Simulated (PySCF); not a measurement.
# Basis-set dependence of population analyses: `NB(N)NC=O`

CH6BN3O.
SMILES with atom numbers: `[NH2:1][B:2]([NH2:3])[NH:4][CH:5]=[O:6]` (hydrogens: H7, H8 on N1; H9, H10 on N3; H11 on N4; H12 on C5)

PBE0 throughout (PySCF), one geometry, spherical d and f functions. Geometry: PBE0-D3(BJ)/def2-SVP, one conformer, isolated molecule. Atoms taken as equivalent share a column and are averaged. The first 7 of 8 kinds of atom are listed.

Mulliken charges (e):

```tsv
basis	functions	N1/N3	B2	N4	C5	O6	H7/H8/H9/H10	H11
pcSseg-0	66	-0.909	+1.017	-0.877	+0.440	-0.535	+0.315	+0.323
cc-pVDZ	114	-0.088	-0.074	-0.098	+0.202	-0.289	+0.088	+0.082
pcSseg-1	132	-0.501	+0.539	-0.508	+0.387	-0.447	+0.192	+0.192
aug-cc-pVDZ	192	-0.044	+0.679	-0.005	+0.693	-0.520	-0.086	-0.135
cc-pVTZ	264	-0.296	+0.107	-0.102	+0.160	-0.346	+0.150	+0.132
IGLO-III	270	-0.561	+0.669	-0.374	+0.290	-0.460	+0.191	+0.178
```

IAO charges (e):

```
      basis  functions   N1/N3      B2      N4      C5      O6  H7/H8/H9/H10     H11
   pcSseg-0         66  -0.570  +0.309  -0.390  +0.276  -0.445        +0.258  +0.260
    cc-pVDZ        114  -0.601  +0.343  -0.413  +0.315  -0.465        +0.266  +0.264
   pcSseg-1        132  -0.607  +0.351  -0.417  +0.321  -0.476        +0.268  +0.266
aug-cc-pVDZ        192  -0.632  +0.356  -0.426  +0.324  -0.485        +0.280  +0.276
    cc-pVTZ        264  -0.629  +0.363  -0.428  +0.326  -0.482        +0.277  +0.274
   IGLO-III        270  -0.636  +0.364  -0.430  +0.325  -0.486        +0.280  +0.277
```

Hirshfeld charges (e):

```
      basis  functions   N1/N3      B2      N4      C5      O6  H7/H8/H9/H10     H11
   pcSseg-0         66  -0.269  +0.170  -0.154  +0.140  -0.253        +0.118  +0.130
    cc-pVDZ        114  -0.268  +0.172  -0.156  +0.135  -0.251        +0.118  +0.131
   pcSseg-1        132  -0.276  +0.193  -0.165  +0.142  -0.262        +0.117  +0.132
aug-cc-pVDZ        192  -0.275  +0.198  -0.169  +0.138  -0.260        +0.117  +0.132
    cc-pVTZ        264  -0.278  +0.195  -0.167  +0.139  -0.259        +0.118  +0.133
   IGLO-III        270  -0.277  +0.200  -0.170  +0.138  -0.260        +0.117  +0.133
```

ESP-fitted charges (e):

```tsv
basis	functions	N1/N3	B2	N4	C5	O6	H7/H8/H9/H10	H11
pcSseg-0	66	-1.182	+1.032	-0.871	+0.692	-0.595	+0.438	+0.370
cc-pVDZ	114	-1.062	+0.825	-0.671	+0.515	-0.500	+0.408	+0.327
pcSseg-1	132	-1.235	+1.063	-0.809	+0.608	-0.562	+0.454	+0.356
aug-cc-pVDZ	192	-1.351	+1.248	-0.888	+0.628	-0.566	+0.480	+0.367
cc-pVTZ	264	-1.258	+1.102	-0.796	+0.561	-0.533	+0.457	+0.351
IGLO-III	270	-1.346	+1.220	-0.858	+0.598	-0.556	+0.480	+0.364
```

Some averages cover members that differ in this geometry, most widely: H7/H8/H9/H10, Mulliken in aug-cc-pVDZ -0.135 to +0.001; N1/N3, ESP-fitted in pcSseg-0 -1.222 to -1.141; N1/N3, ESP-fitted in aug-cc-pVDZ -1.390 to -1.312; N1/N3, ESP-fitted in IGLO-III -1.383 to -1.308 e.

Question: Which scheme is steadiest as the basis changes?

Answer: Largest range over the bases for any column: Hirshfeld 0.03 e, IAO 0.07 e, ESP-fitted 0.42 e, Mulliken 1.09 e. Hirshfeld charges move least and Mulliken charges most, counted in e.

Question: How much do the charges still move between the two largest bases, cc-pVTZ and IGLO-III?

Answer: At most, over all atoms: Mulliken 0.563 e, IAO 0.007 e, Hirshfeld 0.005 e, ESP-fitted 0.118 e.

Question: What do the same runs give for the total energy, the frontier levels and the dipole moment?

Answer: 
| basis | energy (Eh) | HOMO (eV) | LUMO (eV) | μ (D) |
| --- | --- | --- | --- | --- |
| pcSseg-0 | -305.1331 | -6.59 | 0.65 | 4.06 |
| cc-pVDZ | -305.8549 | -6.59 | 0.77 | 3.80 |
| pcSseg-1 | -305.8104 | -6.89 | 0.48 | 3.95 |
| aug-cc-pVDZ | -305.8885 | -7.05 | -0.40 | 3.84 |
| cc-pVTZ | -305.9534 | -6.91 | 0.43 | 3.84 |
| IGLO-III | -305.9717 | -7.04 | 0.22 | 3.87 |

The dipole is fixed by the density alone, so its range of 0.26 D shows that the density itself changes with the basis, not only its division among atoms.
